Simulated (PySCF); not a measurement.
## Telling isomers of C$_{7}$H$_{7}$N$_{3}$ apart by NMR

- GFN2-xTB structure
- PBE0/pcSseg-1 with gauge-including orbitals
- code: PySCF
- rapidly exchanging positions averaged, non-relativistic, one conformer, no solvent model

Chemical shifts δ = σref − σ; 1H and 13C vs TMS, all at this level. Where no couplings were computed, multiplicities follow the n + 1 count of equivalent neighbours, and m marks all less simple cases (inequivalent or close neighbours, rings, F or P nearby). Shifts are as computed. Against solution values, carbons near 30 ppm lie about +3 ppm off and those near 130 ppm about +5 ppm. Of 1211 compounds with measured shifts, 218 miss one by over three times the rms of a fit or turn the order of signals round; such compounds aren't used in these exercises. OH and NH positions are gas-phase values without hydrogen bonding to other molecules.

(1) Tabulate the signals of `C#Cc1cnnn1CC=C`, `C#Cc1nn(C=C)nc1C`, `Cc1cccc2nn[nH]c12`, `Cc1nnn2ccccc12`, `C#Cc1nncnc1CC` and their relative energies.

(2) What is the quickest way to tell C#Cc1nn(C=C)nc1C from C#Cc1nncnc1CC?

(3) What is the quickest way to tell C#Cc1cnnn1CC=C from C#Cc1nn(C=C)nc1C?

(4) What is the quickest way to tell Cc1cccc2nn[nH]c12 from C#Cc1nncnc1CC?

Answers

(1) 
```json
{"SMILES": "C#Cc1cnnn1CC=C", "carbon types": "2×C 3×CH 2×CH2", "δC": "144.8, 141.8, 128.6, 126.1, 102.2, 75.9, 54.7", "δH": "7.99 (s, 1H), 6.16 (m, 1H), 5.87 (m, 1H), 5.70 (m, 1H), 5.11 (d, 2H), 3.59 (s, 1H)", "E rel. (kcal/mol)": "73.0"}
{"SMILES": "C#Cc1nn(C=C)nc1C", "carbon types": "3×C 2×CH 1×CH2 1×CH3", "δC": "156.0, 138.6, 135.8, 109.8, 95.0, 78.8, 13.1", "δH": "7.32 (m, 1H), 6.48 (m, 1H), 5.26 (m, 1H), 3.13 (s, 1H), 2.58 (s, 3H)", "E rel. (kcal/mol)": "60.9"}
{"SMILES": "Cc1cccc2nn[nH]c12", "carbon types": "3×C 3×CH 1×CH3", "δC": "149.3, 139.5, 131.8, 128.4, 124.4, 123.2, 20.0", "δH": "11.26 (br s, 1H), 8.38 (d, 1H), 7.65 (m, 1H), 7.62 (m, 1H), 2.77 (s, 3H)", "E rel. (kcal/mol)": "0.0"}
{"SMILES": "Cc1nnn2ccccc12", "carbon types": "2×C 4×CH 1×CH3", "δC": "139.0, 137.8, 129.6, 127.0, 123.6, 119.1, 13.1", "δH": "8.88 (d, 1H), 7.97 (d, 1H), 7.33 (m, 1H), 7.12 (m, 1H), 2.89 (s, 3H)", "E rel. (kcal/mol)": "7.6"}
{"SMILES": "C#Cc1nncnc1CC", "carbon types": "3×C 2×CH 1×CH2 1×CH3", "δC": "173.6, 157.8, 153.2, 100.3, 83.6, 34.4, 15.9", "δH": "9.74 (s, 1H), 3.61 (s, 1H), 3.07 (q, 2H), 1.41 (t, 3H)", "E rel. (kcal/mol)": "61.0"}
```

Energies are electronic energies at PBE0/pcSseg-1 on these geometries, without zero-point or thermal terms, each for the one conformer computed, which needn't be the lowest.

(2) Both give the same number of carbon signals, with the same numbers of each carbon type, so the positions decide. The first has a terminal =CH2 carbon at 109.8 ppm, the second an sp3 CH2 on an aromatic ring at 34.4 ppm. Their most deshielded carbons lie at 156.0 and 173.6 ppm. In the proton spectra the most deshielded non-exchanging signals are 7.32 (m, 1H) and 9.74 (s, 1H).

(3) Both give the same number of carbon signals, but DEPT or the intensities differ. The first has an allylic sp3 CH2 bonded to N at 54.7 ppm, the second a methyl carbon on an aromatic ring (CH3) at 13.1 ppm. Their most deshielded carbons lie at 144.8 and 156.0 ppm. In the proton spectra the most deshielded non-exchanging signals are 7.99 (s, 1H) and 7.32 (m, 1H).

(4) Both give the same number of carbon signals, but DEPT or the intensities differ. The first has a substituted aromatic carbon (C) at 123.2 ppm, the second an sp3 CH2 on an aromatic ring at 34.4 ppm. Their most deshielded carbons lie at 149.3 and 173.6 ppm. In the proton spectra the most deshielded non-exchanging signals are 8.38 (d, 1H) and 9.74 (s, 1H).
